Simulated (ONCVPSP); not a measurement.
## u(r) = r·R(r): atom against pseudo-atom (Sm)

Columns: radius, all-electron u(r) and pseudo u(r) of the 5s shell (level -47.74 eV) of samarium in the configuration [Kr] 4d10 4f5 5s2 5p6 5d1 6s1 6p1; BLYP, scalar-relativistic, ONCV scheme, ONCVPSP 4.0.1.

| r (bohr) | all-electron | pseudo |
| --- | --- | --- |
| 0.170 | 0.3450 | 0.1942 |
| 0.340 | -0.2672 | 0.3793 |
| 0.510 | -0.5047 | 0.5455 |
| 0.680 | -0.0129 | 0.6835 |
| 0.850 | 0.5345 | 0.7860 |
| 1.020 | 0.8739 | 0.8483 |
| 1.190 | 1.0020 | 0.8677 |
| 1.360 | 0.9858 | 0.8454 |
| 1.530 | 0.8904 | 0.7876 |
| 1.700 | 0.7624 | 0.7043 |
| 1.870 | 0.6298 | 0.6056 |
| 2.040 | 0.5073 | 0.5011 |
| 2.210 | 0.4012 | 0.4006 |
| 2.380 | 0.3130 | 0.3130 |
| 2.550 | 0.2417 | 0.2416 |
| 2.720 | 0.1851 | 0.1850 |
| 2.890 | 0.1408 | 0.1407 |
| 3.060 | 0.1065 | 0.1065 |
| 3.230 | 0.0802 | 0.0802 |
| 3.400 | 0.0602 | 0.0602 |
| 3.570 | 0.0451 | 0.0451 |
| 3.740 | 0.0336 | 0.0336 |
| 3.910 | 0.0251 | 0.0250 |
| 4.080 | 0.0186 | 0.0186 |
| 4.250 | 0.0138 | 0.0138 |
| 4.420 | 0.0102 | 0.0102 |

How many radial nodes do the two functions have?

The all-electron 5s function has n − l − 1 = 4 (the table is too coarse to show those close to the nucleus); the pseudo-wave has 0, since the states of the same l below it are removed with the core.

At about which radius was the pseudo-wave matched?

2.40 bohr, where the columns begin to agree (steps of 0.17 bohr).

Where does each function peak?

Outermost all-electron maximum near 1.19 bohr, pseudo maximum near 1.19 bohr (to the table’s step).

Is the pseudo-wave norm-conserving?

Yes: the ONCV scheme keeps the norm inside the radius equal to the all-electron one, which fixes the energy derivative of the logarithmic derivative at the level.
